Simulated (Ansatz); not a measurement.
`CC[Se][SiH2]C` at its PBE0-D4/def2-TZVP geometry, where that method's forces vanish. Total charge 0; spin multiplicity 1.

```xyz
15

C    -0.3847   -2.2939   -0.8916
C    -1.3589   -1.4236   -0.1307
Se   -1.2444    0.4886   -0.5880
Si    0.6984    0.9500    0.4989
C     0.9235    2.8025    0.5136
H    -0.5232   -2.1904   -1.9692
H     0.6502   -2.0317   -0.6628
H    -0.5305   -3.3461   -0.6268
H    -2.3925   -1.6867   -0.3596
H    -1.2274   -1.5079    0.9486
H     0.6056    0.3947    1.8789
H     1.8627    0.2956   -0.1608
H     0.9718    3.1936   -0.5049
H     0.0954    3.2899    1.0314
H     1.8538    3.0654    1.0231
```

What forces (eV/Å) does ωB97M-V/def2-TZVPP give on these atoms in the Gaussian-basis code of Ansatz? (Best estimate.)

Computed: 
```
C1   0.134 -0.158 -0.103
C2  -0.181  0.110  0.146
Se3  0.045  0.017  0.000
Si4  0.101 -0.110  0.063
C5   0.006  0.018  0.004
H6   0.008  0.000  0.078
H7  -0.067 -0.010 -0.013
H8   0.020  0.089 -0.027
H9   0.097  0.000  0.030
H10 -0.012 -0.014 -0.087
H11  0.003  0.057 -0.155
H12 -0.136  0.071  0.070
H13 -0.005 -0.025  0.071
H14  0.059 -0.032 -0.038
H15 -0.071 -0.013 -0.039
```
